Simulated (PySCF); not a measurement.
Harmonic spectrum computed at PBE0 in the def2-TZVP basis family (core potentials from Rb on, PySCF, no spin–orbit coupling):

| ω (cm⁻¹) | IR (km/mol) |
| --- | --- |
| 528 | 97.4 |
| 603 | 28.1 |
| 626 | 90.4 |
| 1143 | 123 |
| 1772 | 373 |
| 1797 | 132 |

**Question.** Which molecule gave it? In each, all ligands are bound to the one heavy central atom.
A. H₂NbN (singlet)
B. H₂PN (singlet)
C. H₂AsN (singlet)
D. H₂SbN (singlet)

**Answer.** A. It has Cs symmetry with Nb–H 1.778 Å (×2), Nb–N 1.646 Å.
